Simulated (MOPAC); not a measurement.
MOPAC input (AM1):

```
AM1 PRECISE GNORM=0.05 LET XYZ CHARGE=-1 GEO-OK AUX(PRECISION=9) THREADS=1
HTe

Te   -0.00000000 1   -0.00000000 1   -0.03158065 1
H     0.00000000 1    0.00000000 1    1.64219355 1
```

Task: What heat of formation does the run end on?

Result: -11.43 kcal/mol.
